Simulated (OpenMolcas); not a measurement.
Fe4+ among 2 point charges of -2.5 e arranged as a linear pair (D∞h).

```
Program             : OpenMolcas
Method              : CASSCF
Basis               : ANO-RCC-VDZP [5s4p2d1f]
Scalar Hamiltonian  : DKH2, point nucleus
Active space        : 4 electrons in 5 orbitals (3d)
State averaging     : 2S+1 = 5 even, 5 roots; 2S+1 = 3 even, 45 roots; 2S+1 = 1 even, 50 roots
Spin-orbit coupling : RASSI with atomic mean-field integrals over the reference wave functions
```

All point charges move together. At R = 1.77 Å the first state of the same spin is 5761 cm-1, and at R = 1.95 Å it is 4159 cm-1.

Problem. A third run gives 3099 cm-1. What distance was it run at?

Solution. With a power law R^-n the two known points give n = -ln(4159 / 5761) / ln(1.95 / 1.77) = 3.36. Then R = 1.77 × (5761 / 3099)^(1/3.36) = 2.129 Å. The run was at 2.13 Å, so the estimate is off by -0.001 Å.

Without dynamic correlation the repulsion within the d shell is too large (B by tens of per cent), so at a given field states of lower spin stand too high. Point charges give a weaker field than real ligands, and real ions of this kind are often low spin; the high spin found here belongs to the model. This is an electrostatic model: the charges have no orbitals. No measured value stands beside these numbers.
